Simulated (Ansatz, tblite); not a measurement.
Forces on the cluster Cs₃F₃⁺ at its PBE0-D4/def2-SVP geometry. Charge 1, multiplicity 2.

In the def2 sets Cs takes a core potential; there is no spin–orbit coupling. The xTB rows come from tblite. At PBE-D4/def2-TZVP the gap within one spin of the charge 1 doublet nearly closes, so an electron or hole may be smeared out by delocalisation error. Another isomer (doublet) lies 0.41 eV lower at PBE0-D4/def2-TZVP; other spin states weren't run for this one.

GFN1-xTB (tblite), largest force 0.23 eV/Å:

```xyz
6
positions Å, forces eV/Å
Cs    1.366    2.309    1.531   -0.052   -0.225   -0.027
Cs   -1.587    0.694   -2.558    0.080   -0.153    0.156
Cs    0.117   -1.612    0.552    0.003   -0.034    0.011
F    -0.075    0.998   -0.340   -0.013    0.178   -0.061
F     1.457   -0.446    2.302    0.022    0.134    0.003
F    -1.279   -1.942   -1.487   -0.040    0.100   -0.083
```

GFN2-xTB (tblite), largest force 0.30 eV/Å:

```
Cs -0.014 -0.226 0.031
Cs 0.045 -0.194 0.112
Cs 0.007 -0.097 0.033
F -0.007 0.103 -0.035
F -0.128 0.145 -0.226
F 0.097 0.268 0.085
```

PBE-D4/def2-TZVP (Ansatz), largest force 0.17 eV/Å:

```
Cs 0.048 0.089 0.052
Cs -0.057 0.032 -0.094
Cs 0.012 -0.159 0.054
F -0.007 0.095 -0.032
F 0.063 0.005 0.095
F -0.059 -0.062 -0.075
```
